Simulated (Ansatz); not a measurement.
```yaml
crystal:
  periodic: [false, false, false]
  atoms:
    - {symbol: As, position_ang: [-1.305010, -1.306965, 1.047119]}
    - {symbol: Ge, position_ang: [1.644646, -1.577889, -1.621648]}
    - {symbol: Ge, position_ang: [-1.579870, 1.634840, -1.625362]}
    - {symbol: Ge, position_ang: [1.446142, 1.452628, 1.088852]}
    - {symbol: Ge, position_ang: [-2.876149, 0.049106, -0.284140]}
    - {symbol: Ge, position_ang: [0.053405, -2.874036, -0.286578]}
    - {symbol: Ge, position_ang: [0.067180, 0.067792, 2.563020]}
    - {symbol: Ge, position_ang: [2.902259, -0.016345, -0.221271]}
    - {symbol: Ge, position_ang: [-0.027228, 2.901975, -0.223875]}
    - {symbol: H, position_ang: [-2.182353, -2.187425, 1.931766]}
    - {symbol: H, position_ang: [0.826786, -0.857850, -2.724350]}
    - {symbol: H, position_ang: [2.580081, -2.634160, -2.265247]}
    - {symbol: H, position_ang: [-2.635008, 2.563788, -2.279950]}
    - {symbol: H, position_ang: [-0.852738, 0.811431, -2.719199]}
    - {symbol: H, position_ang: [2.308575, 2.318789, 2.052504]}
    - {symbol: H, position_ang: [-3.674002, -1.025961, -1.064723]}
    - {symbol: H, position_ang: [-3.750684, 0.690046, 0.823574]}
    - {symbol: H, position_ang: [-1.020655, -3.668304, -1.072243]}
    - {symbol: H, position_ang: [0.690580, -3.752996, 0.819807]}
    - {symbol: H, position_ang: [0.813356, -0.995573, 3.408348]}
    - {symbol: H, position_ang: [-0.997660, 0.809030, 3.410804]}
    - {symbol: H, position_ang: [3.779301, -0.836150, 0.761109]}
    - {symbol: H, position_ang: [3.799731, 0.855702, -1.136971]}
    - {symbol: H, position_ang: [-0.853164, 3.775268, 0.756709]}
    - {symbol: H, position_ang: [0.842459, 3.803257, -1.138066]}
basis:
  gaussian: {orbitals: def2-TZVP}
total_charge: 1
magnetization: {spin_polarized: true, initial_magnetization: 2}
hamiltonian: {xc: pbe0, dispersion: d4}
scf: {omitted_lower_state_checks: [starts]}
output: {orbitals: {seedname: orbitals}}
```

```sh
$ ansatz run in.yaml --threads 4 --pin off --events-out ev --progress --plain --max-ram 6963MiB
```

(1) Does this run fit into the memory that it is given?

Results:

(1) No. It has 528 basis functions, and Ansatz plans for 15 GiB where 7 GiB are given.
